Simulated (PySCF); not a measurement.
An EPR property job and its printed output. Input:

```
{"job": {"kind": "epr", "basis": "pcH-1"}, "charge": 0, "multiplicity": 2}
B      2.769777    -0.077105     0.302308
Si     1.300382     0.827307    -0.440106
C     -0.106425    -0.082745    -1.389402
C     -1.083759    -0.779546    -0.444035
C     -1.806672     0.200195     0.463878
F     -0.930978     0.755965     1.372667
H      3.632277     0.499819     0.855571
H      2.869529    -1.247281     0.208504
H      0.899927     2.246707    -0.498790
H     -0.667236     0.593002    -2.040120
H      0.331547    -0.844804    -2.037575
H     -0.547099    -1.497929     0.179466
H     -1.843321    -1.326374    -1.009512
H     -2.587879    -0.293860     1.050598
H     -2.234484     1.034639    -0.101017
```

The calculation used PySCF, UKS B3LYP, pcH-1 on B C F H Si, non-relativistic, mean-field spin-orbit, GIAO. Geometry: GFN2-xTB, one conformer, isolated molecule. Couplings are sensitive to structure, and on GFN2-xTB geometries they can be far from those on DFT ones, by a factor of two or more for some ions and for spin on atoms past the first row.

Output of the driver script. Atoms in this output count from 0.

```
UKS, coarse grid
  cycle   1  E = -533.80520315  |g| = 4.30e-01
  cycle   2  E = -533.75469704  |g| = 5.83e-01
  cycle   3  E = -533.88488392  |g| = 6.14e-02
  cycle   4  E = -533.88583998  |g| = 3.10e-02
  cycle   5  E = -533.88628763  |g| = 5.71e-03
  cycle   6  E = -533.88630857  |g| = 1.68e-03
  cycle   7  E = -533.88631040  |g| = 7.65e-04
UKS, final grid
  cycle   1  E = -533.88629881  |g| = 9.59e-04
  cycle   2  E = -533.88629840  |g| = 1.32e-03
  cycle   3  E = -533.88629932  |g| = 9.48e-05
  cycle   4  E = -533.88629933  |g| = 5.28e-05
  cycle   5  E = -533.88629933  |g| = 1.67e-05
E = -533.88629933 Eh   <S^2> = 0.7522 (exact 0.7500)
g shifts (ppm)      1          2          3
  rmc          -106       -106       -106
  gc             28         10         34
  oz_so        -175        139       1912
  total        -253         43       1840
hyperfine (MHz)  atom isotope    a_iso     a_fc   dipolar eigenvalues
    0   11B       4.14       4.27    -17.48    -17.30     34.79
    1  29Si     -55.90     -56.44   -130.48     63.44     67.03
    2   13C      -7.41      -7.45     -1.19     -0.41      1.60
    3   13C      16.30      16.30     -1.71     -1.42      3.13
    4   13C      -0.85      -0.85     -0.50     -0.44      0.94
    5   19F     132.35     132.26    -28.82    -28.19     57.01
    6    1H     -22.24     -22.22     -9.84      0.29      9.55
    7    1H     -22.96     -22.93     -9.88      0.29      9.59
    8    1H     -27.79     -27.82     -8.28      1.03      7.25
    9    1H       0.88       0.88     -2.02     -1.41      3.43
   10    1H      17.22      17.22     -2.31     -1.92      4.23
   11    1H       0.74       0.74     -2.67     -0.66      3.33
   12    1H       4.74       4.74     -1.39     -0.89      2.28
   13    1H       2.89       2.89     -0.83     -0.75      1.58
   14    1H      -0.07      -0.07     -1.13     -0.99      2.12
```

|g| in the SCF lines is the orbital gradient. In the g block, columns 1 to 3 are the principal axes in rising order; rmc is the relativistic mass correction, gc the gauge correction and oz_so the orbital-Zeeman/spin–orbit term. a_fc is the Fermi-contact part of a_iso, the rest being spin–orbit.

(1) What does the output say about convergence, stability and spin contamination?

(2) What are the principal g values and g_iso?

(3) Which couplings shape the isotropic spectrum at natural abundance (0.05 mT or more)? Keep the log's numbering.

(4) How large is the spin–orbit part of a_iso for atom 1 (29Si)?

Results:

(1) The SCF converged after 12 cycles in all, 7 of them on the coarse grid; no stability test was run. ⟨S²⟩ = 0.7522 against the exact 0.7500, so spin contamination is small.

(2) Adding the total shifts to 2.002319 gives 2.00207, 2.00236, 2.00416; their mean shift is 543 ppm, so g_iso = 2.00286.

(3) atom 5 (19F, I = 1/2): 132.4 MHz = 4.72 mT in magnitude, a 1:1 doublet; atom 8 (1H, I = 1/2): -27.8 MHz = 0.99 mT in magnitude, a 1:1 doublet; atom 7 (1H, I = 1/2): -23.0 MHz = 0.82 mT in magnitude, a 1:1 doublet; atom 6 (1H, I = 1/2): -22.2 MHz = 0.79 mT in magnitude, a 1:1 doublet; atoms 9, 10 (1H, I = 1/2): mean 9.1 MHz = 0.32 mT in magnitude, a 1:2:1 triplet; atom 0 (11B, I = 3/2): 4.1 MHz = 0.15 mT in magnitude, a 1:1:1:1 quartet; atoms 11, 12 (1H, I = 1/2): mean 2.7 MHz = 0.10 mT in magnitude, a 1:2:1 triplet; and 1 smaller. Together 1728 lines to first order. Means are taken over nuclei equivalent by connectivity, which assumes that they swap fast. H7 and H8 aren't averaged: B1 is flat or nearly so (angle sum 360°), and its turn about the short B1–Si2 bond (1.88 Å) is taken as slow. The 1H value of +9.1 MHz is a mean of couplings from 0.9 to 17.2 MHz in this one geometry, not an average over conformers. Main isotope only: 11B (natural samples also hold 20 % 10B, magnetic too, which adds its own pattern).

(4) a_iso − a_fc = -55.90 − (-56.44) = +0.54 MHz.

The species is `B[SiH]CCCF` [radical]. The run used 250 basis functions and 12 iterations of the response equations.

Shape of the structure used: `[BH2:1][SiH:2][CH2:3][CH2:4][CH2:5][F:6]`: B1–Si2–C3–C4 78°, Si2–C3–C4–C5 63°, C3–C4–C5–F6 -69°.
Labels such as C1 count atoms from 1, the log's own numbers from 0.
